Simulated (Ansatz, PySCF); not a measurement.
ClGeH6NSi, SMILES N[Si@@H](Cl)[GeH3].

Coordinates come from a PBE0-D3(BJ)/def2-SVP optimisation. The structure was generated by enumeration; whether it is a known compound was not checked. The values are those of a single conformer.

Vertical ionisation energy (IE) and electron affinity (EA) in eV. Rows of orbital energies are one-electron estimates. Where ΔSCF, EOM or ADC give a negative EA the extra electron is unbound and the value depends on the basis.

```tsv
level	IE	EA
−ε(HOMO), −ε(LUMO), r2SCAN/def2-TZVP (PySCF)	6.89	0.58
−ε(HOMO), −ε(LUMO), PBE/def2-TZVP (PySCF)	6.57	0.89
ΔSCF, PBE0/def2-SVPD (Ansatz), final states of multiplicity 2 and 2	9.82	-1.16
ΔSCF, PBE/def2-SVPD (Ansatz), final states of multiplicity 2 and 2	9.44	-0.96
```

What vertical singlet–triplet gap does ΔSCF give with PBE0/def2-SVPD (Ansatz, a first-principles code) and with PBE/def2-SVPD (Ansatz)? (Estimate from the structure and the level; the computed values follow.)

6.00 and 5.56 eV (triplet above singlet where positive).
